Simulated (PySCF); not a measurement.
PySCF input (BP86/def2-SVP):

```python
from pyscf import gto, dft

mol = gto.M(
    atom='''
    In   -0.00000000   -0.00000000   -0.62875443
    Cl    0.00000000    0.00000000    1.81229218
    ''',
    basis='def2-svp',
    ecp='def2-svp',
    charge=0,
    spin=0,
    verbose=4,
)

mf = dft.RKS(mol, xc='bp86')
mf.grids.level = 3
mf.conv_tol = 1e-9
mf.max_cycle = 100
mf.max_memory = 1500
mf.kernel()
if not mf.converged:
    mf = mf.newton()
    mf.kernel(mf.make_rdm1())
mf.dip_moment()
```

Output:

```
ECP def2-svp not found for  Cl
PySCF version 2.14.0

[INPUT] verbose = 4
[INPUT] num. atoms = 2
[INPUT] num. electrons = 38
[INPUT] charge = 0
[INPUT] spin (= nelec alpha-beta = 2S) = 0
[INPUT] symmetry False subgroup None
[INPUT] Mole.unit = angstrom
[INPUT] Symbol           X                Y                Z      unit          X                Y                Z       unit  Magmom
[INPUT]  1 In     0.000000000000   0.000000000000  -0.628754430000 AA    0.000000000000   0.000000000000  -1.188173672307 Bohr   0.0
[INPUT]  2 Cl     0.000000000000   0.000000000000   1.812292180000 AA    0.000000000000   0.000000000000   3.424735877891 Bohr   0.0

nuclear repulsion = 77.3915022861608
number of shells = 18
number of NR pGTOs = 97
number of NR cGTOs = 44
basis = def2-svp
ecp = def2-svp

******** <class 'pyscf.dft.rks.RKS'> ********
method = RKS
initial guess = minao
damping factor = 0
level_shift factor = 0
DIIS = <class 'pyscf.scf.diis.CDIIS'>
diis_start_cycle = 1
diis_space = 8
diis_damp = 0
SCF conv_tol = 1e-09
SCF conv_tol_grad = None
SCF max_cycles = 100
direct_scf = True
direct_scf_tol = 1e-13
XC library pyscf.dft.libxc version 7.1.2
    S. Lehtola, C. Steigemann, M. J. T. Oliveira, and M. A. L. Marques,  SoftwareX 7, 1–5 (2018)
XC functionals = bp86
    A. D. Becke,  Phys. Rev. A 38, 3098 (1988)
    J. P. Perdew,  Phys. Rev. B 33, 8822 (1986)
    J. P. Perdew,  Phys. Rev. B 34, 7406–7406 (1986)
radial grids:
    Treutler-Ahlrichs [JCP 102, 346 (1995); DOI:10.1063/1.469408] (M4) radial grids

becke partition: Becke, JCP 88, 2547 (1988); DOI:10.1063/1.454033
pruning grids: <function nwchem_prune>
grids dens level: 3
symmetrized grids: False
atomic radii adjust function: <function treutler_atomic_radii_adjust>
small_rho_cutoff = 0
Set gradient conv threshold to 3.16228e-05
Initial guess from minao.
tot grids = 40760
init E= -629.601344537998
  HOMO = -0.649359833203892  LUMO = -0.574156627609734  gap/eV = 2.04638
cycle= 1 E= -649.064603837741  delta_E= -19.5  |g|= 2.36  |ddm|= 12.4
  HOMO = 0.0129816045585373  LUMO = 0.0660171888991694  gap/eV = 1.44317
cycle= 2 E= -646.514794434741  delta_E= 2.55  |g|= 4.55  |ddm|= 7.65
  HOMO = -0.205593770389179  LUMO = -0.0313422879082926  gap/eV = 4.74162
cycle= 3 E= -650.300247199349  delta_E= -3.79  |g|= 0.567  |ddm|= 4.89
  HOMO = -0.18575823956858  LUMO = -0.0858640306895127  gap/eV = 2.71826
cycle= 4 E= -650.220856959038  delta_E= 0.0794  |g|= 0.77  |ddm|= 1.67
  HOMO = -0.237878721912407  LUMO = -0.093287629794786  gap/eV = 3.93452
cycle= 5 E= -650.422995642823  delta_E= -0.202  |g|= 0.0928  |ddm|= 0.956
  HOMO = -0.229842098918722  LUMO = -0.0904053987122317  gap/eV = 3.79427
cycle= 6 E= -650.425932867371  delta_E= -0.00294  |g|= 0.0455  |ddm|= 0.243
  HOMO = -0.231553481282727  LUMO = -0.0907355913744713  gap/eV = 3.83185
cycle= 7 E= -650.426671894979  delta_E= -0.000739  |g|= 0.00732  |ddm|= 0.0598
  HOMO = -0.231583767880809  LUMO = -0.0903043874308626  gap/eV = 3.84441
cycle= 8 E= -650.426698992211  delta_E= -2.71e-05  |g|= 0.000677  |ddm|= 0.0133
  HOMO = -0.2316425466444  LUMO = -0.0902888907041092  gap/eV = 3.84643
cycle= 9 E= -650.426699169493  delta_E= -1.77e-07  |g|= 7.42e-05  |ddm|= 0.00121
  HOMO = -0.231649138839966  LUMO = -0.0902953851417344  gap/eV = 3.84643
cycle= 10 E= -650.426699171446  delta_E= -1.95e-09  |g|= 7.4e-06  |ddm|= 0.000187
  HOMO = -0.231649344072678  LUMO = -0.090294543276199  gap/eV = 3.84646
cycle= 11 E= -650.426699171473  delta_E= -2.69e-11  |g|= 1.79e-06  |ddm|= 1.83e-05
  HOMO = -0.231648926647838  LUMO = -0.0902945560931732  gap/eV = 3.84645
Extra cycle  E= -650.426699171468  delta_E= 5.68e-12  |g|= 4.04e-06  |ddm|= 8.33e-06
converged SCF energy = -650.426699171468
Dipole moment(X, Y, Z, Debye): -0.00000, -0.00000, -2.95776
```
